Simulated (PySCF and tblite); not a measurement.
Results of a calculation; reference values are marked as such.
Stationary points of C₇H₁₅N at GFN2-xTB, in Å:

Structure A

```
 1 C    -2.130    0.226    0.691
 2 C    -0.790    0.028   -0.020
 3 C    -1.034   -0.176   -1.516
 4 C     0.104    1.251    0.232
 5 C     1.524    1.034   -0.285
 6 C     2.101   -0.254    0.294
 7 N     1.228   -1.358   -0.054
 8 C    -0.082   -1.210    0.551
 9 H    -2.644    1.096    0.288
10 H    -2.768   -0.645    0.553
11 H    -1.986    0.377    1.759
12 H    -0.117   -0.489   -2.005
13 H    -1.782   -0.950   -1.670
14 H    -1.390    0.744   -1.974
15 H    -0.335    2.132   -0.241
16 H     0.146    1.438    1.309
17 H     2.155    1.879   -0.004
18 H     1.517    0.962   -1.373
19 H     3.090   -0.447   -0.130
20 H     2.211   -0.140    1.389
21 H     1.645   -2.237    0.235
22 H    -0.667   -2.105    0.324
23 H    -0.021   -1.111    1.651
```

Structure B

```
 1 C    -2.140    0.249    0.679
 2 C    -0.791    0.018   -0.002
 3 C    -1.014   -0.221   -1.496
 4 C     0.113    1.240    0.233
 5 C     1.538    1.026   -0.275
 6 C     2.123   -0.248    0.349
 7 N     1.240   -1.351    0.132
 8 C    -0.096   -1.214    0.619
 9 H    -2.640    1.113    0.248
10 H    -2.784   -0.619    0.554
11 H    -2.010    0.426    1.745
12 H    -0.091   -0.536   -1.974
13 H    -1.757   -1.002   -1.644
14 H    -1.368    0.686   -1.982
15 H    -0.325    2.118   -0.248
16 H     0.154    1.436    1.308
17 H     2.157    1.886   -0.012
18 H     1.537    0.930   -1.361
19 H     3.100   -0.471   -0.083
20 H     2.259   -0.076    1.432
21 H     1.545   -2.183   -0.326
22 H    -0.661   -2.117    0.386
23 H    -0.089   -1.090    1.717
```

Structure C

```
 1 C    -2.115    0.246    0.688
 2 C    -0.771    0.004   -0.003
 3 C    -1.027   -0.259   -1.489
 4 C     0.131    1.234    0.192
 5 C     1.570    0.982   -0.255
 6 C     2.115   -0.272    0.436
 7 N     1.286   -1.442    0.221
 8 C    -0.079   -1.213    0.650
 9 H    -2.613    1.112    0.257
10 H    -2.764   -0.619    0.571
11 H    -1.975    0.427    1.752
12 H    -0.106   -0.468   -2.027
13 H    -1.691   -1.113   -1.611
14 H    -1.497    0.608   -1.950
15 H    -0.286    2.086   -0.353
16 H     0.138    1.493    1.254
17 H     2.191    1.844   -0.003
18 H     1.612    0.849   -1.338
19 H     3.125   -0.497    0.084
20 H     2.161   -0.102    1.517
21 H     1.298   -1.690   -0.765
22 H    -0.655   -2.120    0.449
23 H    -0.051   -1.064    1.734
```

Geometries: GFN2-xTB; energies: PBE0/pcSseg-1 + D3(BJ); zero-point and thermal terms from GFN2-xTB harmonic modes (soft modes blended into free rotors).

Problem. Which structure is a saddle point, and along which motion?

Solution. B: one imaginary mode (689i cm⁻¹ at GFN2-xTB, mostly on H21, N7), along the pyramidal inversion at N7.

Problem. Give their symmetry and energies above the lowest.

Solution. A C1, 0.0 kcal/mol; B C1, 4.6 kcal/mol; C C1, 0.9 kcal/mol.
